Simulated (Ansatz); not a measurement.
`C[Si](Cl)(Cl)c1ccccc1`. Charge 0, multiplicity 1.

```xyz
18

C    -1.108   -1.142    2.485
Si    0.489   -0.904    1.582
Cl    1.358   -2.740    1.257
Cl    1.783    0.155    2.780
C     0.316   -0.026   -0.040
C    -0.933    0.412   -0.481
C    -1.066    1.070   -1.695
C     0.051    1.298   -2.483
C     1.301    0.868   -2.057
C     1.431    0.211   -0.846
H    -1.569   -0.178    2.713
H    -0.924   -1.666    3.424
H    -1.803   -1.737    1.888
H    -1.816    0.240    0.126
H    -2.043    1.404   -2.025
H    -0.051    1.812   -3.432
H     2.175    1.045   -2.673
H     2.412   -0.121   -0.522
```

(1) Give the diagnostics of a CCSD(T)/def2-TZVPP run (frozen core, the Gaussian-basis code of Ansatz). (Best estimate.)

Results:

(1) The calculation gave: T1 = 0.0099, largest single amplitude 0.014, largest double 0.057, (T) share of the correlation energy 4.8 %, 9 CCSD cycles. The RHF solution is unstable towards an unrestricted one. T1 lies under the customary mark of 0.02 for closed shells.
